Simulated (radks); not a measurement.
Values are calculated unless marked as measured or tabulated.
Spherical quantum dot in the effective-mass picture: electrons in a well V = -V0 / (1 + exp((r - R)/a)) with V0 = 39.4, R = 1.69, a = 0.085, with a point charge +1 (a donor) at the centre, all in effective atomic units (hartree* = m*/eps^2 hartree, bohr* = eps/m* bohr), one dielectric constant everywhere. Level of theory: non-relativistic Kohn-Sham, LDA (Slater exchange, Perdew-Wang correlation), spin-polarised, spherical densities (a radial shooting solver with Libxc functionals). Levels are named by radial order and angular momentum (1s, 1p, 1d, 2s, ...), and open shells are averaged over m.

N = 16, configuration 1s2 1p6 1d(up 5, down 3). This is the lowest configuration that the search found. Occupied and some empty levels:

| level | occupation | eigenvalue (hartree*) | <r> (bohr*) |
|---|---|---|---|
| 1s up | 1 | -26.062 | 0.9299 |
| 1s down | 1 | -26.002 | 0.9266 |
| 1p up | 3 | -24.579 | 1.085 |
| 1p down | 3 | -24.508 | 1.084 |
| 1d up | 5 | -22.649 | 1.168 |
| 1d down | 3 | -22.575 | 1.168 |
| 2s up | 0 | -21.606 | 0.8210 |
| 2s down | 0 | -21.567 | 0.8227 |
| 1f up | 0 | -20.251 | 1.228 |
| 1f down | 0 | -20.176 | 1.228 |
| 2p up | 0 | -17.977 | 0.9404 |
| 2p down | 0 | -17.930 | 0.9403 |

Energy (hartree*): total -480.757, kinetic 59.130, external -631.29, Hartree 104.62, exchange-correlation -13.224.

Electron density:

| r (bohr*) | n(r) (e/bohr*^3) |
|---|---|
| 0.160 | 0.6493 |
| 0.332 | 0.6664 |
| 0.504 | 0.8433 |
| 0.676 | 1.135 |
| 0.848 | 1.431 |
| 1.02 | 1.545 |
| 1.19 | 1.307 |
| 1.36 | 0.7599 |
| 1.54 | 0.2414 |
| 1.71 | 0.03242 |
| 1.88 | 0.002243 |
| 2.05 | 0.0001301 |
| 2.22 | 7.559e-06 |
